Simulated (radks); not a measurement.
Question: The mean radii <r> (bohr) of the occupied orbitals of an atom or ion are listed with their occupations. Calculated with a radial shooting solver on a logarithmic mesh with Libxc functionals: Dirac Kohn-Sham, PBE, spin-unpolarised, spherical densities, finite nucleus; Fermi nuclear charge, rms radius of each element as measured or else 0.836 A^(1/3) + 0.57 fm.

| orbital | occ. | <r> |
|---|---|---|
| 1s1/2 | 2 | 0.03344 |
| 2s1/2 | 2 | 0.1453 |
| 2p1/2 | 2 | 0.1236 |
| 2p3/2 | 4 | 0.1284 |
| 3s1/2 | 2 | 0.4024 |
| 3p1/2 | 2 | 0.3956 |
| 3p3/2 | 4 | 0.4062 |
| 3d3/2 | 4 | 0.3820 |
| 3d5/2 | 6 | 0.3855 |
| 4s1/2 | 2 | 1.011 |
| 4p1/2 | 2 | 1.090 |
| 4p3/2 | 4 | 1.118 |
| 4d3/2 | 4 | 1.433 |
| 4d5/2 | 1 | 1.445 |

Name the element and its charge. Open shells, if any, fill j = l - 1/2 first.

Answer: Z = 44, ruthenium, charge +3: Ru3+ in [Kr] 4d5. The 1s radius gives Z: for a bare nucleus <r> = (2 gamma + 1)/(2Z) with gamma = sqrt(1 - (Z/c)^2), 0.03289 bohr for Z = 44, and screening makes it slightly larger (0.03344 here). The occupations add up to 41, and the charge is Z minus that.
